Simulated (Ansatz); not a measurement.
`[NH2][Al]([OH])[SiH3]` + `CO[SiH3]` → `[NH2][AlH][SiH3]` + `OCO[SiH3]`  (redistribution)

Computed with Ansatz on PBE0-D4/def2-TZVP structures; ΔE is electronic, products minus reactants. CBS: MP2 limit from def2 TZ/QZ plus the TZ coupled-cluster correction, frozen cores. Functionals use def2-TZVPP. B3LYP here is the variant with VWN-RPA as its local correlation; programs differ in this. Each species was taken in one conformer, which may not be the lowest.

CCSD(T)/CBS gives +194.6 kJ/mol.

Q: Another level gave +190.0 kJ/mol. Which?
A. ωB97X-V/def2-TZVPP
B. MP2/def2-TZVPP
C. B3LYP-D4/def2-TZVPP
D. revPBE/def2-TZVPP

A: C. B3LYP-D4 190.0, revPBE 179.3, ωB97X-V 184.0, MP2/def2-TZVPP 199.8 kJ/mol.

Largest T1 diagnostic among the species: 0.013.

From BLYP to BHLYP (50 % exact exchange), in def2-TZVPP and without D4, ΔE moves by +3.9 kJ/mol. Leaving LDA and LC-ωPBE aside and taking each functional with its dispersion term where it has one, the values, not all of them listed here, spread over 15.9 kJ/mol, from revPBE-D4 to B2PLYP. LDA lies −5.7 kJ/mol from PBE without D4. At CCSD(T), def2-SVP lies −24.8 kJ/mol from the extrapolated value and def2-TZVPP −4.6 kJ/mol.
